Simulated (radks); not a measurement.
Results of a calculation; reference values are marked as such.
Task: The mean radii <r> (bohr) of the occupied orbitals of an atom or ion are listed with their occupations. Code: a radial shooting solver on a logarithmic mesh with Libxc functionals. Model: Dirac Kohn-Sham, PBE, spin-unpolarised, spherical densities, finite nucleus; Fermi nuclear charge, rms radius of each element as measured or else 0.836 A^(1/3) + 0.57 fm.

| orbital | occ. | <r> |
|---|---|---|
| 1s1/2 | 2 | 0.03916 |
| 2s1/2 | 2 | 0.1722 |
| 2p1/2 | 2 | 0.1474 |
| 2p3/2 | 4 | 0.1516 |
| 3s1/2 | 2 | 0.4912 |
| 3p1/2 | 2 | 0.4903 |
| 3p3/2 | 4 | 0.5007 |
| 3d3/2 | 4 | 0.4932 |
| 3d5/2 | 6 | 0.4968 |
| 4s1/2 | 2 | 1.272 |
| 4p1/2 | 1 | 1.384 |
| 4p3/2 | 2 | 1.407 |

Name the element and its charge. Open shells, if any, are shared by 2j + 1.

Result: Z = 38, strontium, charge +5: Sr5+ in [Ar] 3d10 4s2 4p3. The 1s radius gives Z: for a bare nucleus <r> = (2 gamma + 1)/(2Z) with gamma = sqrt(1 - (Z/c)^2), 0.03844 bohr for Z = 38, and screening makes it slightly larger (0.03916 here). The occupations add up to 33, and the charge is Z minus that.
